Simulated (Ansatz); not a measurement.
Consider the formal exchange of groups at the Se–P bond: `P[SeH]` + `[NH]1[AlH][SiH2]1` → `[SeH][SiH]1[NH][AlH]1` + PH₃.

Calculated with Ansatz (gas phase, PBE0-D4/def2-TZVP geometries, no zero-point term in ΔE). CBS: MP2 limit from def2 TZ/QZ plus the TZ coupled-cluster correction, frozen cores. This one scheme is used for every species. DFT in def2-TZVPP. HSE06 is defined as in plane-wave codes. For Se outer-core shells are correlated without core-valence functions, which leaves a few kJ/mol of doubt a bond. Scalar relativity is left out up to krypton. Each species was taken in one conformer, which may not be the lowest.

Task: Is it downhill or uphill in electronic energy at CCSD(T)/CBS, and by how much? (Estimate.)

Result: Ansatz gave: Downhill: ΔE = -63.8 kJ/mol.

Task: What do these levels give: LDA (SPW92), B97M-V, PBE0-D4, r2SCAN0-D4, HSE06-D4, PBE-QIDH, PBE, r2SCAN, r2SCANh, RPA@PBE/def2-TZVPP, HF/def2-SVP, CCSD(T)/def2-TZVPP? (Best estimate.)

Result: The calculation gave: LDA (SPW92) -63.4, B97M-V -60.8, PBE0-D4 -61.8, r2SCAN0-D4 -63.3, HSE06-D4 -61.8, PBE-QIDH -63.9, PBE -58.8, r2SCAN -62.5, r2SCANh -62.5, RPA@PBE/def2-TZVPP -60.4, HF/def2-SVP -60.3, CCSD(T)/def2-TZVPP -64.4 kJ/mol.

Largest T1 diagnostic among the species: 0.015.

Leaving LDA and LC-ωPBE aside and taking each functional with its dispersion term where it has one, the values, not all of them listed here, spread over 5.4 kJ/mol, from PBE-QIDH to BLYP-D4. LDA lies −4.6 kJ/mol from PBE without D4. The D4 term adds −3.4 kJ/mol with B3LYP and −2.1 kJ/mol with PBE0; it sums over pairs of atoms, weighted by their polarisabilities, and B3LYP, whose exchange is more repulsive, gets the larger term.

B3LYP here is the variant with VWN-RPA as its local correlation; programs differ in this.
